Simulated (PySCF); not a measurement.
CH3Cl2Sn (SMILES [CH3][Sn]([Cl])[Cl]), doublet, at a GFN2-xTB geometry (such geometries of metal compounds can be far from the true shape) (the spin is typed, not shown lowest) (core potentials on Sn). Base run: PySCF with DF-BLYP/def2-SVP.

Here is a job for PySCF.
```python
from pyscf import gto, scf, dft

mol = gto.M(
    atom='''
Sn   -0.25987517    0.10089511    0.41959888
C    -1.92570834   -1.45600401   -0.35249903
H    -1.41774794   -1.94074201   -1.17614683
H    -2.78104771   -0.87777075   -0.67520745
H    -2.16104505   -2.14229292    0.44986603
Cl    0.01934069    1.63428595   -1.40025402
Cl    1.79876807   -1.12534039    0.37299158
''',
    basis='def2-svp',
    ecp={'Sn': 'def2-svp'},
    spin=1,
    verbose=4,
)

mf = dft.UKS(mol)
mf.xc = 'blyp'
mf = mf.density_fit(auxbasis='def2-universal-jkfit')
mf.kernel()
```

Variants of this job, named by their change:

```csv
change,basis functions,E (Eh),HOMO (eV),dipole (D),core-seconds (rough)
base,91,-1174.26665,-5.56,3.31,20
basis = LANL2DZ,39,-73.11526,-5.90,4.27,9
basis = def2-SV(P),82,-1174.25897,-5.56,3.32,20
basis = def2-SVPD,130,-1174.29199,-5.93,3.78,30
basis = def2-TZVP,(withheld),(withheld),-5.82,(withheld),50
basis = def2-TZVPP,207,-1174.65459,-5.82,3.63,70
basis = def2-TZVPD,(withheld),(withheld),(withheld),(withheld),70
```

### Question
Fill in the missing entries.

### Answer

- basis = def2-TZVP, basis functions: 173
- basis = def2-TZVP, E (Eh): -1174.65319
- basis = def2-TZVP, dipole (D): 3.64
- basis = def2-TZVPD, basis functions: 212
- basis = def2-TZVPD, E (Eh): -1174.65543
- basis = def2-TZVPD, HOMO (eV): -5.88
- basis = def2-TZVPD, dipole (D): 3.71

Totals compare only among sets that treat the same electrons; sets with core potentials leave the core out.

Open shells are given as the SCF converged; they aren't shown to be the lowest states, and a large step between rows can be another state.
